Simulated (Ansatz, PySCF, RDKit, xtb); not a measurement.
Noncovalent pair: C2H4 (SMILES C=C) (first 6 atoms) with GeH4 (SMILES [GeH4]); geometry from B3LYP-D3(BJ)/def2-TZVP, rigid monomers moved along the line of their centres of mass till C2···Ge7 is 4.32 Å.
(charge 0, multiplicity 1):
```csv
atom,x (Å),y (Å),z (Å)
C,0.3731,0.2588,0.0621
C,-0.3439,-0.8391,0.2496
H,-0.0747,1.1779,-0.2957
H,1.4373,0.2847,0.2632
H,0.1039,-1.7566,0.6118
H,-1.4089,-0.8650,0.0531
Ge,-0.0229,0.4444,4.3622
H,-0.0263,1.7946,3.6330
H,1.2249,-0.3566,3.9645
H,-1.2852,-0.3470,3.9943
H,-0.0011,0.6876,5.8817
```

Interaction energies are E(AB) − E(A) − E(B) at the monomers' geometry in the complex; basis-set methods are counterpoise corrected. Rows marked so take none. RDKit's UFF carries no charges.

Rows in 3-21G, 6-31G* carry no dispersion term and start afresh at each structure (6-31G* with six Cartesian d functions); the Pople sets are all-electron and without relativity. MP2/6-31G* freezes PySCF's default core, which leaves 3d correlated.

Programs: Ansatz (an electronic-structure program) with Gaussian orbitals; PySCF for 3-21G rows, 6-31G* rows, the dispersion terms; RDKit for the force fields; xtb for the GFN methods. Each number belongs to the level named beside it.

| level | interaction energy (meV) |
|---|---|
| UFF | -38.8 |
| GFN1-xTB | -157.9 |
| HF/6-31G* | 2.0 |
| BP86/6-31G* (no counterpoise) | -15.3 |
| B3LYP/3-21G (no counterpoise) | -50.6 |
| B3LYP/6-31G* (no counterpoise) | -33.2 |
| B3LYP-D4/def2-TZVPPD | -42.2 |
| PBE0/def2-TZVPPD | ___ |
| MP2/6-31G* | ___ |

Problem. Complete the blanks.

Solution. 
- PBE0/def2-TZVPPD, interaction energy (meV): -16.4
- MP2/6-31G*, interaction energy (meV): -13.5
